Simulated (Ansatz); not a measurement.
Al15P15H34, a nanocrystal cut from wurtzite AlP (hydrogen-capped). Total charge 0; triplet. Geometry PBE-D4/def2-SVP, that of the neutral singlet; atoms count from 1.

Cartesian coordinates in Å:
```
Al 4.278 -2.639 0.646
P 2.279 -3.922 0.085
P 3.392 -0.808 1.836
Al 1.121 -1.137 2.601
Al 2.612 2.028 4.473
P 0.598 0.776 3.892
Al 0.458 -2.663 -0.850
P -1.404 -4.125 -1.265
P -0.158 -0.957 0.573
Al -2.417 -1.332 1.304
Al -1.235 2.100 3.053
P -3.038 0.576 2.559
Al -3.405 -3.062 -2.171
P -3.678 -1.197 -0.756
Al -5.060 1.606 1.660
P 4.704 -1.728 -1.563
Al 3.895 1.334 0.820
P 3.030 2.976 2.275
Al 3.072 -0.349 -2.734
P 1.182 -1.839 -2.947
P 2.408 1.224 -1.094
Al 0.100 1.174 -0.448
Al 1.418 4.384 1.095
P -0.508 2.915 0.948
Al -0.533 -0.548 -4.056
P -2.392 -2.119 -4.165
P -1.239 1.023 -2.431
Al -3.611 0.921 -1.932
Al -2.205 4.185 -0.233
P -4.052 2.587 -0.321
H 5.451 -3.571 1.189
H 1.804 -4.566 1.270
H 2.572 -5.072 -0.715
H 4.182 -0.813 3.033
H 0.960 -2.609 3.225
H 3.774 0.953 4.794
H 2.241 3.181 5.522
H 0.136 0.200 5.122
H -1.745 -4.761 -0.031
H -0.998 -5.269 -2.024
H -2.555 -2.803 1.936
H -1.683 3.208 4.110
H -3.425 0.004 3.816
H -4.554 -4.121 -2.480
H -5.048 -1.321 -0.351
H -6.044 0.413 1.194
H -5.568 2.752 2.659
H 5.194 -2.752 -2.435
H 5.901 -0.955 -1.436
H 5.421 1.349 0.319
H 4.195 3.794 2.455
H 3.635 0.127 -4.148
H 1.552 -2.936 -3.793
H 2.586 2.490 -1.741
H 1.074 5.650 2.017
H 2.002 4.565 -0.401
H -0.094 -0.078 -5.516
H -2.101 -3.154 -5.110
H -3.456 -1.470 -4.867
H -1.079 2.288 -3.085
H -4.446 0.807 -3.299
H -2.661 5.445 0.647
H -1.701 4.361 -1.759
H -5.131 3.281 -0.965
```

Single mean-field runs in def2-SVP are fitted with def2-universal-jkfit. At PBE0-D4/def2-SVP a singlet of charge 0 lies 4.01 eV below the triplet at the same geometry.

(1) Estimate the Mulliken populations of the heavy atoms from the PBE0/def2-SVP orbitals of Ansatz.

(2) Where does the spin sit?

(3) And the Mayer bond orders between heavy atoms (over 0.3, the first 40 of 43)?

Results:

(1) 
| atom | charge (e) | spin (α − β) |
| --- | --- | --- |
| Al1 | 0.53 | 0.09 |
| P2 | -0.26 | 0.01 |
| P3 | -0.57 | 0.03 |
| Al4 | 0.53 | 0.03 |
| Al5 | 0.43 | 0.00 |
| P6 | -0.53 | 0.12 |
| Al7 | 0.41 | 0.43 |
| P8 | -0.26 | 0.01 |
| P9 | -0.73 | 0.02 |
| Al10 | 0.53 | 0.03 |
| Al11 | 0.60 | -0.02 |
| P12 | -0.53 | 0.12 |
| Al13 | 0.53 | 0.09 |
| P14 | -0.57 | 0.03 |
| Al15 | 0.43 | 0.00 |
| P16 | -0.30 | -0.02 |
| Al17 | 0.56 | -0.01 |
| P18 | -0.55 | 0.08 |
| Al19 | 0.52 | 0.10 |
| P20 | -0.47 | -0.07 |
| P21 | -0.54 | 0.07 |
| Al22 | 0.73 | -0.02 |
| Al23 | 0.43 | 0.03 |
| P24 | -0.75 | 0.25 |
| Al25 | 0.52 | 0.10 |
| P26 | -0.30 | -0.02 |
| P27 | -0.54 | 0.07 |
| Al28 | 0.56 | -0.01 |
| Al29 | 0.43 | 0.03 |
| P30 | -0.55 | 0.08 |
Mulliken values depend strongly on the basis.

(2) Summed by element: Al 0.87, P 0.77, H 0.36, of 2 unpaired in all. Largest on single atoms: Al7 0.43, P24 0.25, P6 0.12.

(3) Al1–P2 0.66 (2.44 Å); Al1–P3 0.78 (2.36 Å); Al1–P16 0.66 (2.43 Å); P2–Al7 0.69 (2.40 Å); P3–Al4 0.67 (2.42 Å); P3–Al17 0.68 (2.42 Å); Al4–P6 0.76 (2.37 Å); Al4–P9 0.66 (2.40 Å); Al5–P6 0.58 (2.44 Å); Al5–P18 0.64 (2.43 Å); P6–Al11 0.66 (2.41 Å); Al7–P8 0.69 (2.40 Å); Al7–P9 0.82 (2.31 Å); Al7–P20 0.74 (2.37 Å); P8–Al13 0.66 (2.44 Å); P9–Al10 0.66 (2.40 Å); P9–Al22 0.74 (2.38 Å); Al10–P12 0.76 (2.37 Å); Al10–P14 0.67 (2.42 Å); Al11–P12 0.66 (2.41 Å); Al11–P24 0.73 (2.37 Å); P12–Al15 0.58 (2.44 Å); Al13–P14 0.78 (2.36 Å); Al13–P26 0.66 (2.43 Å); P14–Al28 0.68 (2.42 Å); Al15–P30 0.64 (2.43 Å); P16–Al19 0.63 (2.44 Å); Al17–P18 0.80 (2.36 Å); Al17–P21 0.66 (2.43 Å); P18–Al23 0.59 (2.44 Å); Al19–P20 0.68 (2.42 Å); Al19–P21 0.76 (2.37 Å); P20–Al25 0.68 (2.42 Å); P21–Al22 0.71 (2.40 Å); Al22–P24 0.83 (2.31 Å); Al22–P27 0.71 (2.40 Å); Al23–P24 0.55 (2.43 Å); P24–Al29 0.55 (2.43 Å); Al25–P26 0.63 (2.44 Å); Al25–P27 0.76 (2.37 Å).
